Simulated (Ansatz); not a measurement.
## Worked example: the barrier

An elementary step of BNH4OF2, singlet (BHOF₂ ([OH][B]([F])[F]) + NH₃ → BNH₂F₂ ([NH2][B]([F])[F]) + H₂O; bonds formed: O2–H5; dative contacts that become bonds: B1–N6; bonds broken: B1–O2, H5–N6). “Start” is the structure reached by relaxing down from the saddle towards the reactants; PBE0-D4/def2-TZVP structures. The saddle:

```
9
angstrom
B -0.3253 -0.3817 -0.4553
O 0.7188 0.7458 -0.9130
F -0.0012 -1.5655 -1.0202
F -1.5894 0.0710 -0.7003
H 0.7638 0.7157 0.2504
N 0.1153 -0.2104 1.0295
H 0.2817 1.5174 -1.2871
H 0.6456 -0.9735 1.4263
H -0.6093 0.0810 1.6699
```

Ansatz 0.2.0; basis: def2-TZVPP and def2-QZVPP; cores frozen in the correlated methods.

Energies in eV:

| quantity | saddle | start |
| --- | --- | --- |
| Hartree–Fock, triple zeta (X = 3) | -9673.75733 | -9675.51796 |
| Hartree–Fock, quadruple zeta (X = 4) | -9674.18268 | -9675.94937 |
| MP2 correlation, X = 3 | -29.64499 | -29.18946 |
| MP2 correlation, X = 4 | -32.14370 | -31.69097 |
| CCSD(T) correlation, X = 3 | -30.94397 | -30.53458 |

Work out the barrier at the basis limit: extrapolate Hartree–Fock as E(X) = E∞ + A exp(−7.88 √X) and the MP2 correlation as E(X) = E∞ + B X^−2.97 (the exponents that Neese and Valeev fitted for def2-TZVPP and QZVPP), then add CCSD(T) − MP2 in triple zeta.

Each step is linear, so take the differences first (saddle − start): Hartree–Fock 1.76063 (X = 3) and 1.76669 (X = 4); MP2 correlation -0.45553 and -0.45273; CCSD(T) correlation -0.40939.
Two points give E∞ = E(4) + w [E(4) − E(3)], with w = 1/(exp(7.88 (2 − √3)) − 1) = 0.1377 for Hartree–Fock and w = 1/((4/3)^2.97 − 1) = 0.7407 for the correlation.
Hartree–Fock: 1.76669 + 0.1377 × 0.00606 = 1.7675 eV.
MP2 correlation: -0.45273 + 0.7407 × 0.00280 = -0.4507 eV.
CCSD(T) − MP2: -0.40939 − (-0.45553) = 0.0461 eV.
Sum: 1.7675 + (-0.4507) + 0.0461 = 1.3629 eV, or 31.43 kcal/mol. Plain CCSD(T) in triple zeta gives 1.3512 eV, so the larger basis shifts the result by 0.0117 eV.

The T1 diagnostic stays at or below 0.011.

Labels in which every atom is bracketed show which atoms are joined, not bond orders.

For scale, one of the runs: CCSD(T)/def2-TZVPP, 211 basis functions, launched by `ansatz run in.yaml --threads 4 --pin off --events-out ev --progress --plain --max-ram 9574MiB`. Time: 2 min of wall clock on 4 CPU threads of an Intel Xeon; the host was shared. Peak host memory: 3.4 GiB.
